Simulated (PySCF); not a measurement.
# Ionising CsF

RHF-MP2; basis Cs def2-SVPD with ECP46, F def2-SVPD; scalar-relativistic core potentials; PySCF 2.14. Neutral (RHF): singlet (closed shell), Re = 2.490 Å, ωe = 318 cm⁻¹, De = 5.25 eV.

CsF⁻ (UHF): doublet (σ ↑), Re = 2.593 Å, ωe = 262 cm⁻¹, De = 1.87 eV to Cs + F⁻. The energies at the minima are -119.52267 hartree for CsF and -119.53052 for CsF⁻.

Problem. Work out the adiabatic electron affinity, without and with harmonic zero-point energies (1 hartree = 27.2114 eV, 1 eV = 8065.5 cm⁻¹), and the change of the bond length.

Solution. At MP2: 0.00785 hartree = 0.214 eV between the minima; the zero-point term (318.0 − 262.0)/2 cm⁻¹ = +0.003 eV makes it 0.217 eV. Re changes by +10.3 pm against the neutral. The electron enters a σ orbital, and the longer bond of the ion fits an antibonding orbital, or a change in how ionic the bond is.

Correlated steps freeze 1 core orbital. Correlated levels converge slowly with the basis: in double zeta they bind strong bonds too weakly, by up to about 1 eV, and carry superposition errors of some tenths. Spin–orbit coupling is left out, which matters for elements this heavy, above all for dissociation energies. For an ion De counts to the pair picked by the measured ionisation energies or electron affinities, which need not be the lowest pair at this level. Where the molecule has an RHF reference, its open-shell atoms are computed with UHF. States were picked by a PBE0 search and need not be the measured ground states.

Neutral and ion stand on different kinds of reference determinant, which adds to the error of the difference.
